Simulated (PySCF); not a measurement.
Molecule: `[H]/N=[CH]\[GeH2][AsH2]`, CH$_{6}$AsGeN.

Atom-mapped SMILES (the numbers label the heavy atoms): `[H]/[N:1]=[CH:2]\[GeH2:3][AsH2:4]`. Each H is labelled by its parent atom.

Geometry PBE0-D3(BJ)/def2-SVP throughout; GIAO in PySCF 2.14.0 with density-fitted response routines, gas phase, one conformer, non-relativistic; equivalent atoms averaged; functional PBE0.

For orientation, aug-cc-pVDZ gives these shifts δ (against NH3, TMS, GeMe4, AsH3 at the same level): N1 391.0, C2 187.2, Ge3 -164.3, As4 -14.2, H(N1) 11.62, H(C2) 9.47, H(Ge3) 4.57, H(As4) 2.13 ppm.

A run gave: N1 406.6, C2 180.7, Ge3 -156.7, As4 -25.4, H(N1) 12.14, H(C2) 8.81, H(Ge3) 4.33, H(As4) 2.07 ppm (shifts δ (against NH3, TMS, GeMe4, AsH3 at the same level)).

**Question.** Which basis set was used in that run?
A. STO-3G
B. pcSseg-0
C. 6-31G
D. def2-SVP
E. def2-TZVP

**Answer.** D. H(N1) tells them apart best: def2-SVP gives 12.14, def2-TZVP gives 11.56, pcSseg-0 gives 13.22, STO-3G gives 13.87, 6-31G gives 13.30 ppm.
